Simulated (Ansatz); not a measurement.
Cost and result for the atomization energy of CH5GaO2S, SMILES `C[O][Ga]([OH])[SH]` (10 atoms, 9 bonds).

```csv
atom,x (Å),y (Å),z (Å)
C1,0.1957,1.2115,1.3005
O2,0.0144,0.9695,-0.0779
Ga3,-0.1108,-0.6665,-0.7401
O4,-0.0019,-2.0039,0.4291
S5,-0.3851,-0.9220,-2.8920
H6,0.2201,0.2948,1.8997
H7,1.1375,1.7475,1.4581
H8,-0.6208,1.8401,1.6705
H9,-0.0745,-2.8787,0.0429
H10,-0.3747,0.4078,-3.0909
```

The species carries charge 0 and has multiplicity 1. Correlated methods include outer-core shells of Ga, which these sets cover unevenly. Scalar relativity is left out up to krypton. The geometry is a stationary point of PBE0-D4/def2-TZVP. It is one conformer, not always the lowest. Program: Ansatz. Hardware: A = 2 threads of an AMD EPYC 7R13 on a shared host; B = 2 threads of an AMD EPYC 7R13 on a shared host and a share of an NVIDIA H100 80 GB. Times are those of one run each, without the atoms' runs, and a repeat can differ threefold. Electronic energies, without spin–orbit coupling; frozen cores. CCSD(T)/CBS adds CCSD(T) − MP2 in def2-TZVPP to the MP2 limit, and its time is that of the two runs behind it. T1 = 0.014. With those shells the extrapolation isn't a true limit. B3LYP takes the VWN-RPA correlation (the form of Gaussian; ORCA's B3LYP/G).

CCSD(T)/CBS is a level of theory with its own doubt, some kJ/mol a heavy atom from the limit and from the frozen cores, so smaller differences don't rank the functionals.

| level | functions | wall time |
| --- | --- | --- |
| PBE-D4/def2-TZVPP (with forces) [A] | 253 | 3.9 s |
| PBE0-D4/def2-TZVPP [A] | 253 | 5.5 s |
| MP2/def2-QZVPP [B] | 480 | 6.5 s |
| r2SCAN-D4/def2-TZVPP (with forces) [A] | 253 | 7 s |
| B3LYP-D4/def2-TZVPP (with forces) [A] | 253 | 8 s |
| B2PLYP/def2-TZVPP [A] | 253 | 9 s |
| ωB97X-V/def2-TZVPP [A] | 253 | 11 s |
| CCSD(T)/def2-TZVPP [B] | 253 | 15 s |
| ωB97M-V/def2-TZVPP (with forces) [A] | 253 | 17 s |
| CCSD(T)/CBS(def2) | – | 22 s |

(1) What atomization energy does each give, and how far from CCSD(T)/CBS? (An estimate is asked.)

Answers

(1) Computed: 
| level | atomization (kJ/mol) | difference from CCSD(T)/CBS | per bond |
| --- | --- | --- | --- |
| PBE-D4/def2-TZVPP (with forces) [A] | 3558.7 | 40.7 | 4.5 |
| PBE0-D4/def2-TZVPP [A] | 3474.9 | -43.1 | -4.8 |
| MP2/def2-QZVPP [B] | 3565.8 | 47.8 | 5.3 |
| r2SCAN-D4/def2-TZVPP (with forces) [A] | 3513.6 | -4.4 | -0.5 |
| B3LYP-D4/def2-TZVPP (with forces) [A] | 3465.8 | -52.2 | -5.8 |
| B2PLYP/def2-TZVPP [A] | 3451.5 | -66.5 | -7.4 |
| ωB97X-V/def2-TZVPP [A] | 3509.8 | -8.2 | -0.9 |
| CCSD(T)/def2-TZVPP [B] | 3425.4 | -92.6 | -10.3 |
| ωB97M-V/def2-TZVPP (with forces) [A] | 3498.9 | -19.1 | -2.1 |
| CCSD(T)/CBS(def2) | 3518.0 | 0.0 | 0.0 |

In def2-TZVPP, CCSD(T) changes the Hartree–Fock value by +997.5 kJ/mol (the triples alone add +62.8 kJ/mol) and MP2 by +1083.1 kJ/mol; breaking electron pairs costs correlation energy, which Hartree–Fock lacks. From PBE to PBE0 (25 % exact exchange), in def2-TZVPP and without D4, the atomization energy moves by −80.8 kJ/mol: exact exchange takes away binding that semilocal exchange gives to molecules. The D4 term adds +33.7 kJ/mol with B3LYP and +17.8 kJ/mol with PBE0; it sums over pairs of atoms, weighted by their polarisabilities, and B3LYP, whose exchange is more repulsive, gets the larger term.
